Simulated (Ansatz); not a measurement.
Ansatz (a first-principles code) input (CCSD(T)/6-31G):

Ansatz 0.2 input:
```yaml
crystal:
  periodic: [false, false, false]
  atoms:
    - {symbol: C, position_ang: [-2.01424121, -0.17496676, 0.20518198]}
    - {symbol: C, position_ang: [-0.67017546, -0.81980269, -0.13592198]}
    - {symbol: B, position_ang: [0.59177959, 0.20064795, -0.01955574]}
    - {symbol: O, position_ang: [0.54168981, 1.44386595, 0.32808020]}
    - {symbol: O, position_ang: [1.82302818, -0.48610435, -0.36693652]}
    - {symbol: H, position_ang: [-2.86147915, -0.87061762, 0.12742879]}
    - {symbol: H, position_ang: [-2.20956245, 0.67462914, -0.45405854]}
    - {symbol: H, position_ang: [-1.99759190, 0.23011171, 1.22010987]}
    - {symbol: H, position_ang: [-0.70469205, -1.23937155, -1.15155415]}
    - {symbol: H, position_ang: [-0.49582728, -1.68623835, 0.51808899]}
    - {symbol: H, position_ang: [2.49901103, 0.19477078, -0.26694564]}
basis:
  gaussian:
    orbitals: 6-31G
total_charge: -1
magnetization: {spin_polarized: false}
correlation: {method: ccsd_t, electrons: outside_noble_gas}
```

Output:

```
Functional definition: HF
integrals: 0.03 GiB planned
722 factors; integrals over basis functions are off by at most 2.0e-4 eV
0.25 GiB of device memory are held for the factors and their scratch space
mean field: 0.17 GiB planned
mean field evaluation 1: about -6898.3480 eV, gradient 3.8e1 eV
mean field evaluation 2: about -6898.3530 eV, gradient 3.8e1 eV
mean field evaluation 4: about -6901.7735 eV, gradient 3.6e0 eV
mean field evaluation 8: about -6901.8202 eV, gradient 1.2e-1 eV
mean field evaluation 16: about -6900.7015 eV, gradient 2.5e1 eV
mean field -6901.82033036 eV, -253.6372189190 hartree, gradient 1.1e-6 eV, S^2 0.000000; 0 other end points of the search recorded, 0 dependent functions left out
5 core orbitals not correlated
reference -6901.82033036 eV, -253.6372189190 hartree; 15, 15 occupied and 37, 37 virtual orbitals, 722 factors
second order -13.30279929 eV of doubles, -0.00000000 eV of singles
coupled cluster: 0.31 GiB planned
cycle   1  -13.53135779 eV  change   -2.3e-1 eV  update   1.1e-1
cycle   2  -13.98811613 eV  change   -4.6e-1 eV  update   3.3e-2
cycle   3  -14.14166165 eV  change   -1.5e-1 eV  update   1.8e-2
cycle   4  -14.14341292 eV  change   -1.8e-3 eV  update   3.8e-3
cycle   5  -14.14236113 eV  change    1.1e-3 eV  update   1.6e-3
cycle   6  -14.14223246 eV  change    1.3e-4 eV  update   5.1e-4
cycle   7  -14.14187823 eV  change    3.5e-4 eV  update   2.0e-4
cycle   8  -14.14176568 eV  change    1.1e-4 eV  update   7.7e-5
cycle   9  -14.14178381 eV  change   -1.8e-5 eV  update   2.9e-5
perturbative correction -0.33172287 eV, -0.0121905907 hartree
Total energy: -6916.29383705 eV, -254.1691104793 hartree
```

It need not be the lowest isomer of its formula. Whether it binds its extra electron was not tested at this geometry.
